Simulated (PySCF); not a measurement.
# Bi (bismuth, neutral) across methods

[Xe] 4f14 5d10 6s1 6p3 6d1, high-spin 6D determinant (an excited configuration). Calculation: PySCF 2.14, in x2c-TZVPPall with one added diffuse shell each of s, p, d, f type (12s8p7d4f, 99 functions); the spin-free X2C one-electron Hamiltonian (Gaussian nucleus). The B2PLYP total includes its PT2 part (frozen core); its orbital energies are those of the SCF part.

| method | E (hartree) | mean ε 6s α (eV) | mean ε 6p α (eV) | mean ε 6d α (eV) | Σ⟨r²⟩ (bohr²) | ⟨S²⟩ |
| --- | --- | --- | --- | --- | --- | --- |
| r2SCANh | -21534.68 | -20.495 | -9.164 | -0.494 | 96.72 | 8.755 |
| LDA | -21521.94 | -19.127 | -8.382 | -0.400 | 96.76 | 8.752 |
| r2SCAN | -21534.79 | -19.799 | -8.751 | -0.355 | 96.83 | 8.755 |
| PBE0 | -21534.55 | -20.866 | -9.427 | -0.780 | 96.67 | 8.753 |
| PBE | -21534.83 | -18.911 | -8.266 | -0.419 | 97.05 | 8.752 |
| UHF | -21528.70952 | -25.892 | -12.360 | -1.653 | 97.03 | 8.757 |
| B2PLYP | -21533.25 | -22.619 | -10.325 | -0.956 | 97.16 | 8.753 |

(1) Estimate the same row for TPSS.

Spin-orbit coupling is strong in this species (close to jj coupling), so the high-spin LS determinant is a model state, not a physical level. The outer electron is Rydberg-like, and this basis confines it to a smaller radius and binds it less than a complete one would.

## Answers

(1) E (hartree) = -21533.96; mean ε 6s α (eV) = -18.985; mean ε 6p α (eV) = -8.298; mean ε 6d α (eV) = -0.375; Σ⟨r²⟩ (bohr²) = 97.11; ⟨S²⟩ = 8.753.
